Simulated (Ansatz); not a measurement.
```yaml
crystal:
  periodic: [false, false, false]
  atoms:
    - {symbol: B, position_ang: [-0.058300, 0.264599, -1.912614]}
    - {symbol: N, position_ang: [0.033762, -0.154023, -0.699187]}
    - {symbol: C, position_ang: [-0.693762, -1.126680, -0.281701]}
    - {symbol: C, position_ang: [-0.691382, -1.632255, 0.832991]}
    - {symbol: C, position_ang: [0.876641, 0.414899, 0.175887]}
    - {symbol: C, position_ang: [0.242555, 1.313356, 1.037238]}
    - {symbol: H, position_ang: [-0.781246, -0.217974, -2.586406]}
    - {symbol: H, position_ang: [0.589880, 1.091013, -2.239059]}
    - {symbol: H, position_ang: [-1.305604, -1.475909, -0.988015]}
    - {symbol: H, position_ang: [-1.299967, -2.396723, 1.019248]}
    - {symbol: H, position_ang: [-0.109009, -1.322179, 1.578210]}
    - {symbol: H, position_ang: [1.580117, 0.892000, -0.356414]}
    - {symbol: H, position_ang: [1.341029, -0.310960, 0.696325]}
    - {symbol: H, position_ang: [0.901674, 1.685596, 1.698333]}
    - {symbol: H, position_ang: [-0.501004, 0.874482, 1.548560]}
    - {symbol: H, position_ang: [-0.146543, 2.079967, 0.517358]}
basis:
  gaussian: {orbitals: "6-31++G**"}
magnetization: {spin_polarized: true, initial_magnetization: 1}
hamiltonian: {xc: {name: wB97}}
scf: {lower_state_search: off}
output: {forces: true}
```

```sh
$ ansatz run in.yaml --threads 4 --pin off --events-out ev --progress --plain --max-ram 11315MiB
```

It prints (some lines left out):

```
Error: a molecule whose nuclei and cores have a total charge of 46 cannot have a net charge of 0 together with 1 unpaired electrons
```

(1) Something in this input is off. What?

## Answers

(1) The number of unpaired electrons doesn't fit the electron count. The input was rejected before any iteration.
